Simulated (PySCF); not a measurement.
A structure optimised at PBE-D3(BJ)/def2-SVP, used in a PySCF frequency run:

```xyz
12

Hf     0.0000     0.0000    -0.0347
O      0.0000     0.0000    -1.9853
H      0.0000     0.0000    -2.9488
N     -1.8803     0.2799     0.7494
H     -2.3071    -0.2633     1.5074
H     -2.6049     0.8929     0.3568
N      1.1826     1.4884     0.7494
H      2.0757     1.8095     0.3568
H      0.9255     2.1296     1.5074
N      0.6977    -1.7684     0.7494
H      0.5292    -2.7024     0.3568
H      1.3815    -1.8663     1.5074
```

Task: Write its SMILES, formula and point group.

Result: [NH2][Hf]([NH2])([NH2])[OH], H7HfN3O, C3

Task: What are its rotational constants (standard atomic weights)?

Result: 2.6446, 2.5475, 2.5475 GHz
